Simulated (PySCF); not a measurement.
PySCF was given this input:
```python
from pyscf import gto, scf, dft

mol = gto.Mole()
mol.atom = '''
    Cl   -0.929843   -1.516985   -1.166313
    Ge    0.000000    0.000000    0.000000
    Cl    2.081651   -0.407433    0.163913
    Cl   -0.281249    1.888469   -0.938469
    Cl   -0.870559    0.035949    1.940869
'''
mol.basis = 'sto-3g'
mol.charge = 0
mol.spin = 0
mol.verbose = 4
mol.max_memory = 1800
mol.build()

mf = dft.RKS(mol)
mf.xc = 'pbe0'
mf = mf.density_fit(auxbasis='def2-universal-jkfit')
mf.kernel()
```

**Question.** Give the HOMO-LUMO gap at the level DF-PBE0/STO-3G run with PySCF.

**Answer.** 8.16 eV

**Question.** Give the total energy at the level DF-PBE0/STO-3G.

**Answer.** -3873.264240 Ha

**Question.** What is the computed HOMO energy (DF-PBE0/STO-3G)?

**Answer.** -8.29 eV

**Question.** What is the computed nuclear repulsion energy (DF-PBE0/STO-3G)?

**Answer.** 805.3681 Eh

**Question.** What dipole moment does DF-PBE0/STO-3G give?

**Answer.** 0.00 D
